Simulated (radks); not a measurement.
Species: Xe44+. Configuration: [Ne]. All-electron calculation, scalar-relativistic Kohn-Sham, exchange-only LDA, spin-polarised, spherical densities, finite nucleus; Fermi nuclear charge, rms radius 4.7859 fm. Program: a radial shooting solver on a logarithmic mesh with Libxc functionals. Some entries of the table are withheld. Estimate them.

orbital,occ.,eigenvalue (eV),<r^2> (bohr^2),r(max) (bohr)
1s,2,-37347.28,0.0009634,(1)
2s,2,-8164.646,(2),(3)
2p,6,-7654.738,0.01167,0.07684

Answer. 
(1) 1s r(max) (bohr): 0.01717
(2) 2s <r^2> (bohr^2): 0.01488
(3) 2s r(max) (bohr): 0.09611
